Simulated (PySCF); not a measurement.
Cartesian coordinates (Å):
SMILES: [BH2]
```xyz
3

B     -0.0002     0.3389     0.0000
H      1.0774    -0.1688     0.0000
H     -1.0772    -0.1701     0.0000
```
Charge 0, spin multiplicity 2.

What dipole moment, highest occupied spin orbital and total energy does PySCF with TPSSh-D3(BJ)/def2-TZVP // PBE0-D3(BJ)/def2-TZVP give?


```json
{
 "dipole_moment": "0.52 D",
 "highest_occupied_spin_orbital": "-5.56 eV",
 "total_energy": "-25.9495 Ha"
}
```
